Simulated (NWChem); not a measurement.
# CH₃IOZn; SMILES C[O][Zn][I]

```xyz
7

Zn     0.1337     0.8877     0.0006
I     -0.0330    -1.5361    -0.0001
O      0.4489     2.6472    -0.0011
C     -0.5568     3.6293    -0.0003
H     -1.2254     3.5923     0.8954
H     -0.0730     4.6333     0.0077
H     -1.2166     3.6018    -0.9029
```
Atoms are numbered in this order, from 1.

Program: NWChem. Structure relaxed at the PBE-D3(BJ)/def2-SVP level. def2 effective core potentials on I; no spin-orbit coupling. B3LYP is NWChem's, with the RPA form of VWN correlation. Ions are spin-unrestricted doublets at the neutral geometry; other ion states weren't tried.

Q: Among these, which level gives the highest value of “−ε(HOMO) (eV)”?
A. Hartree-Fock/def2-SVP
B. B3LYP/def2-SVP
C. LDA (Slater exchange, VWN5)/def2-SVP
D. PBE/def2-SVP

A: A, Hartree-Fock/def2-SVP. Values: PBE/def2-SVP 5.77; LDA (Slater exchange, VWN5)/def2-SVP 5.92; B3LYP/def2-SVP 7.02; Hartree-Fock/def2-SVP 10.20
